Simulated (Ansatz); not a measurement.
```yaml
crystal:
  periodic: [false, false, false]
  atoms:
    - {symbol: B, position_ang: [-0.537733, -1.034782, -0.552770]}
    - {symbol: B, position_ang: [0.959835, -0.399918, -0.705267]}
    - {symbol: Si, position_ang: [1.413194, -1.493986, 0.740215]}
    - {symbol: Al, position_ang: [-0.341174, 0.956598, 0.481629]}
    - {symbol: Xx, position_ang: [-1.018306, 2.286274, -0.460916]}
    - {symbol: H, position_ang: [-1.165004, -1.401081, -1.502468]}
    - {symbol: H, position_ang: [-1.192158, -1.048399, 0.486552]}
    - {symbol: H, position_ang: [1.600624, -0.216681, -1.689367]}
    - {symbol: H, position_ang: [0.689404, -1.584750, 2.030020]}
    - {symbol: H, position_ang: [2.437301, -2.572318, 0.679405]}
    - {symbol: H, position_ang: [-0.364792, 1.038759, 2.057892]}
    - {symbol: H, position_ang: [-1.039148, 2.307373, -1.467853]}
    - {symbol: H, position_ang: [-1.421443, 3.128312, -0.082274]}
basis:
  gaussian: {orbitals: def2-SVP}
hamiltonian: {xc: {name: B97}}
scf: {lower_state_search: off}
```

```sh
$ ansatz run in.yaml --threads 4 --pin off --events-out ev --progress --plain --max-ram 10444MiB
```

It prints (some lines left out):

```
Error: YAML parse error: error: line 8 column 16: `Xx` is not an element symbol (H … Og, case-exact)
 6 |     - {symbol: Si, position_ang: [1.413194, -1.493986, 0.740215]}
 7 |     - {symbol: Al, position_ang: [-0.341174, 0.956598, 0.481629]}
 8 |     - {symbol: Xx, position_ang: [-1.018306, 2.286274, -0.460916]}
 9 |     - {symbol: H, position_ang: [-1.165004, -1.401081, -1.502468]}
10 |     - {symbol: H, position_ang: [-1.192158, -1.048399, 0.486552]}
```

**Question.** Something in this input is off. What?

**Answer.** An element symbol is wrong. The program refused the input.
